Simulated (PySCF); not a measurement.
PySCF job for CrO₂Cl₂, SMILES [Cl][Cr](=[O])(=[O])[Cl], multiplicity 1, PBE/pcSseg-1. Coordinates come from a PBE-D3(BJ)/def2-SVP optimisation. The spin state was assumed, not searched. The isomer is the one that the SMILES or the coordinates give; other isomers of the formula were not compared.

```python
import numpy as np
from pyscf import gto, scf, dft
from pyscf.prop.nmr import rks as nmr

mol = gto.M(
    atom='''
    Cr    0.00000000    0.00000000    0.35689099
    O    -0.00000001    1.26619779    1.26236872
    O     0.00000000   -1.26619778    1.26236873
    Cl   -1.75733661   -0.00000000   -0.84597893
    Cl    1.75733661    0.00000000   -0.84597892
    ''',
    basis='pcSseg-1',
    charge=0,
    spin=0,
    max_memory=1600,
    verbose=3,
)
mf = dft.RKS(mol, xc='pbe')
mf.grids.level = 3
mf.conv_tol = 1e-10
mf.max_cycle = 100
mf.kernel()
n = nmr.NMR(mf)
n.verbose = 2
n.max_cycle_cphf = 60
sigma = n.kernel()
print('atom   isotropic/ppm   span/ppm')
for i, s in enumerate(sigma):
    w = np.linalg.eigvalsh((s + s.T) / 2)
    print(f'{mol.atom_symbol(i):2s}{i + 1:3d} {w.mean():14.3f} {w[2] - w[0]:11.3f}')
```

Program output:

```
converged SCF energy = -2114.59109497222
atom   isotropic/ppm   span/ppm
Cr  1      -2823.619    1037.931
O   2      -1008.315    1177.206
O   3      -1008.314    1177.205
Cl  4         79.669    1144.592
Cl  5         79.654    1144.613
```

The run converged.

Cost: roughly 20 core-seconds.
